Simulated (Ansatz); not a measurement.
Cartesian coordinates in Å:
```
N -2.1562 -0.4738 -0.2578
C -0.9120 -0.6523 -0.1297
O -0.3433 -1.7598 -0.6435
Ge 0.4147 0.5307 0.7599
N 1.8559 0.9691 -0.2861
H -2.4590 0.3980 0.1653
H -1.0568 -2.2714 -1.0576
H 0.9519 -0.1781 2.0102
H -0.3478 1.8210 1.0997
H 1.6110 1.4396 -1.1468
H 2.4417 0.1769 -0.5136
```

The species carries charge 0 and has multiplicity 1.

Task: List the PBE0/def2-TZVPP orbital energies in eV (Ansatz 0.2.0). (Best estimate.)

Result: The calculation gave: Occupied: -10860.24, -1358.47, -1208.29, -1208.28, -1208.28, -523.73, -391.06, -390.90, -280.65, -171.23, -121.03, -121.02, -121.01, -33.92, -33.88, -33.86, -33.80, -33.80, -30.22, -24.93, -23.68, -17.87, -15.66, -14.79, -13.60, -12.24, -11.99, -11.03, -10.23, -9.77, -8.44, -8.12, -7.16. Lowest empty: -0.29, 0.84, 1.09, 1.49, 1.98, 2.14, 2.62, 2.98.
